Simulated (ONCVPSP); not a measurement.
Ca (Z = 20), ONCV: configuration errors across variants

- Element: Ca
- Generator: ONCVPSP 4.0.1
- Type: optimised norm-conserving Vanderbilt (ONCV)
- Functional: PBE
- Relativity: scalar-relativistic
- Frozen core: [Ne]
- Valence charge: 10
- Reference configuration: 3s2 3p6 4s2
- Partial waves: 3s+4s: rc 2.25 bohr, ncon 4, nbas 8, qcut 7.1 1/bohr, 2 projectors; 3p: rc 1.20 bohr, ncon 4, nbas 7, qcut 6.6 1/bohr, 2 projectors, debl 3.3 Ha; d scattering state at 0.42 Ha: rc 2.25 bohr, ncon 4, nbas 7, qcut 3.8 1/bohr, 2 projectors, debl 2.3 Ha
- Local potential: polynomial inside 0.80 bohr (lpopt 2, dvloc0 2 Ha)
- Core correction: Teter function, fcfact 2, rcfact 1.1

In the d channel the program set the typed energies aside and used -0.072, 2.228 Ha.

All-electron excitation energies from the reference (eV): (1) 3s2 3p6 4s1 6.309; (2) 3s2 3p6 4s0 18.130; (3) 3s2 3p6 4s1.5 2.504; (4) 3s2 3p6 4s0 4p1 9.357.

Errors AE − PS in meV (a dash: test not solved or not reliable):

```tsv
change	(1)	(2)	(3)	(4)	bound ghosts	GHOST(+) flags above zero
base	-0.5	-2.6	-0.1	-1.5	none	none
all radii but the core radius scaled by about 0.80 (s 1.80, p 0.96, d 1.80 bohr); local potential polynomial inside 0.64 bohr (lpopt 2, dvloc0 2 Ha)	-0.3	-1.7	-0.1	-0.8	none	s, d
all radii but the core radius scaled by about 0.86 (s 1.94, p 1.02, d 1.94 bohr); local potential polynomial inside 0.68 bohr (lpopt 2, dvloc0 2 Ha)	-0.4	-2.1	-0.1	-1.0	none	none
all radii but the core radius scaled by about 1.03 (s 2.32, p 1.24, d 2.32 bohr); local potential polynomial inside 0.82 bohr (lpopt 2, dvloc0 2 Ha)	-0.5	-2.8	-0.1	-1.6	none	none
all radii but the core radius scaled by about 1.12 (s 2.52, p 1.34, d 2.52 bohr); local potential polynomial inside 0.90 bohr (lpopt 2, dvloc0 2 Ha)	-0.5	-3.4	-0.1	-2.0	none	none
all radii but the core radius scaled by about 1.32 (s 2.98, p 1.58, d 2.98 bohr); local potential polynomial inside 1.06 bohr (lpopt 2, dvloc0 2 Ha)	-0.6	-2.9	-0.1	+0.6	none	none
```

Question: Give the same row for: all radii but the core radius scaled by about 1.22 (s 2.74, p 1.46, d 2.74 bohr); local potential polynomial inside 0.98 bohr (lpopt 2, dvloc0 2 Ha).

Answer: -0.5, -2.8, -0.1, -1.7; bound ghosts: none; GHOST(+) flags above zero: none.
